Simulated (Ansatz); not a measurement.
# Reading a saddle point

A first-order saddle point of BH3BrO2F, closed shell, PBE0-D4/def2-TZVP, with one imaginary mode of 559i cm⁻¹:

B1  (-0.294, -0.174, 0.271)
Br2  (1.869, -0.407, -0.662)
O3  (-1.125, -1.114, -0.203)
O4  (-0.224, 0.135, 1.575)
H5  (0.693, 0.894, -0.980)
F6  (-0.299, 1.170, -0.670)
H7  (-1.059, -1.291, -1.142)
H8  (0.438, 0.786, 1.812)
(Å)

Program: Ansatz 0.2.0. Basis: def2-TZVPP and def2-QZVPP. Cores are frozen in the correlated methods. Filled d shells of the heavier atoms are correlated. The def2 sets are not built for correlating such inner shells, so the correlated values are less sure here. Extrapolation: Hartree–Fock as exp(−7.88 √X), correlation as X^−2.97.

(1) Which contacts change along the imaginary mode, and what lies on either side? (A judgement: the text doesn't fix the answer.)

(2) Which side is lower, and how far does the saddle lie above each? (To be estimated.)

No T1 diagnostic of these runs exceeds 0.011.

Results:

(1) Computed: The step is BH₂BrO₂ ([OH][B]([OH])[Br]) + HF → BH₂O₂F ([OH][B]([OH])[F]) + HBr, with the molecules in contact on both sides. Shortening one way: B1–F6, Br2–H5; lengthening the same way: B1–Br2, H5–F6.
```json
{"pair": "B1–F6", "one side (Å)": "3.63", "saddle (Å)": "1.64", "other side (Å)": "1.35"}
{"pair": "Br2–H5", "one side (Å)": "2.39", "saddle (Å)": "1.78", "other side (Å)": "1.42"}
{"pair": "B1–Br2", "one side (Å)": "1.98", "saddle (Å)": "2.37", "other side (Å)": "3.96"}
{"pair": "H5–F6", "one side (Å)": "0.93", "saddle (Å)": "1.07", "other side (Å)": "2.29"}
```

(2) By the calculation: The side with B1–F6, Br2–H5 short is lower by 14.54 kcal/mol; the saddle lies 37.87 kcal/mol above it and 23.33 kcal/mol above the other (CCSD(T) at an estimated basis limit (MP2 extrapolated from triple and quadruple zeta, plus CCSD(T) − MP2 in triple zeta); electronic energies).

Labels in which every atom is bracketed show which atoms are joined, not bond orders.

For scale, one of the runs: CCSD(T)/def2-TZVPP, 214 basis functions, launched by `ansatz run in.yaml --threads 8 --pin off --events-out ev --progress --plain --max-ram 19148MiB`. Time: 60 s of wall clock on 8 CPU threads of an Intel Xeon Platinum 8375C; the host was shared. Peak host memory: 3.5 GiB.
